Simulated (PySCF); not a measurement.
Job file and geometry (Å, from GFN2-xTB) of an NMR shielding run on `C=CC[SiH2][SiH2][SiH2]O`, C₃H₁₂OSi₃, GIAO PBE0/pcSseg-1 NMR shielding, non-relativistic, gas phase in PySCF 2.14.0, density-fitted response routines; density fitting, a coarse starting grid and PySCF grid level 2 are the driver's defaults:

```
$ OMP_NUM_THREADS=1 python probes_run.py task.json out

{"job": {"kind": "nmr", "xc": "PBE0", "basis": "pcSseg-1"}, "charge": 0, "multiplicity": 1}
C     -1.338346     1.187943    -1.536791
C     -1.948179     0.129357    -1.030649
C     -1.767258    -0.364233     0.356102
Si    -0.503963    -1.808350     0.385103
Si     1.519970    -1.032995    -0.443994
Si     2.235831     1.017256     0.328380
O      1.193850     1.263354     1.565890
H     -1.476350     1.495556    -2.559402
H     -0.682243     1.798022    -0.936808
H     -2.601007    -0.466954    -1.656290
H     -2.721416    -0.699427     0.762456
H     -1.391967     0.435787     0.994058
H     -0.455609    -2.286651     1.777106
H     -1.107262    -2.918126    -0.374008
H      2.561848    -2.043897    -0.173694
H      1.487743    -0.993628    -1.918314
H      2.135866     2.158585    -0.594551
H      3.605655     1.099972     0.858350
H      1.243033     2.037679     2.119771
```

Q: Write the output of this run.

A: 
```
coarse grid: 16656 points
cycle   1  E = -1064.4315205071  dE =  4.508e-01  |g| = 7.743e-01  |ddm| = 3.833e+00
cycle   2  E = -1064.2875677680  dE =  1.440e-01  |g| = 1.161e+00  |ddm| = 1.717e+00
cycle   3  E = -1064.5460095244  dE = -2.584e-01  |g| = 1.009e-01  |ddm| = 1.233e+00
cycle   4  E = -1064.5478822493  dE = -1.873e-03  |g| = 3.975e-02  |ddm| = 1.233e-01
cycle   5  E = -1064.5482812335  dE = -3.990e-04  |g| = 7.444e-03  |ddm| = 4.139e-02
cycle   6  E = -1064.5482933301  dE = -1.210e-05  |g| = 3.520e-03  |ddm| = 1.099e-02
cycle   7  E = -1064.5482965051  dE = -3.175e-06  |g| = 7.881e-04  |ddm| = 3.514e-03
final grid: 145080 points
cycle   8  E = -1064.5971094796  dE = -2.879e-05  |g| = 8.400e-03  |ddm| = 2.522e-02
cycle   9  E = -1064.5970976926  dE =  1.179e-05  |g| = 1.117e-02  |ddm| = 1.678e-02
cycle  10  E = -1064.5971253815  dE = -2.769e-05  |g| = 1.184e-03  |ddm| = 9.763e-03
cycle  11  E = -1064.5971256868  dE = -3.053e-07  |g| = 2.554e-04  |ddm| = 1.111e-03
cycle  12  E = -1064.5971257016  dE = -1.477e-08  |g| = 9.590e-05  |ddm| = 2.923e-04
cycle  13  E = -1064.5971257036  dE = -2.080e-09  |g| = 3.083e-05  |ddm| = 1.089e-04
cycle  14  E = -1064.5971257038  dE = -2.015e-10  |g| = 5.822e-06  |ddm| = 3.275e-05
converged SCF energy = -1064.5971257038

GIAO shielding tensors (ppm)
atom      isotropic    diamagn.    paramagn.     s11        s22        s33       span
  0 C       67.997     257.108    -189.111    -42.264     88.239    158.015    200.279
  1 C       40.014     259.446    -219.431    -83.501     42.652    160.893    244.394
  2 C      165.156     253.983     -88.827    150.272    159.833    185.362     35.090
  3 Si     414.252     880.977    -466.725    367.312    413.787    461.657     94.345
  4 Si     481.579     882.001    -400.422    451.285    493.766    499.685     48.400
  5 Si     365.641     879.015    -513.374    291.790    348.143    456.992    165.202
  6 O      336.327     392.796     -56.469    272.337    338.851    397.793    125.457
  7 H       26.516      30.093      -3.577     23.769     25.814     29.964      6.194
  8 H       26.220      34.253      -8.034     22.587     26.356     29.717      7.130
  9 H       25.400      31.405      -6.005     22.881     25.627     27.693      4.812
 10 H       29.785      30.461      -0.676     25.525     27.439     36.392     10.867
 11 H       29.344      33.566      -4.222     26.209     28.192     33.633      7.424
 12 H       27.384      29.690      -2.306     24.036     25.065     33.052      9.016
 13 H       27.543      29.885      -2.342     23.910     25.638     33.080      9.170
 14 H       28.465      29.382      -0.916     24.704     25.824     34.868     10.165
 15 H       28.456      30.442      -1.986     25.093     26.295     33.981      8.888
 16 H       26.030      29.249      -3.218     23.454     24.072     30.566      7.112
 17 H       25.962      27.712      -1.750     22.429     24.312     31.144      8.715
 18 H       31.373      31.226       0.147     22.359     25.263     46.497     24.138
```

Q: Turn these shieldings into chemical shifts. Referencing at the same level of theory: TMS for 13C (186.93 ppm) and 29Si (349.16 ppm) and 1H (31.72 ppm); 17O (336.08 ppm) against H2O.

A: Averaging equivalent atoms: C 1: 146.9; C 0: 118.9; C 2: 21.8; Si 5: -16.5; Si 3: -65.1; Si 4: -132.4; O 6: -0.2; H 9: 6.32; H 16/17: 5.72; H 8: 5.50; H 7: 5.20; H 12/13: 4.25; H 14/15: 3.26; H 10/11: 2.15; H 18: 0.34 ppm. Experimental scales use liquid or dissolved standards, which lie at an offset from isolated H2O (liquid H2O: subtract about 36 ppm).

Size and cost of the density-fitted run: 200 basis functions, 100 s wall time on 1 thread of an Intel Xeon, shared host; peak memory 0.85 GiB.
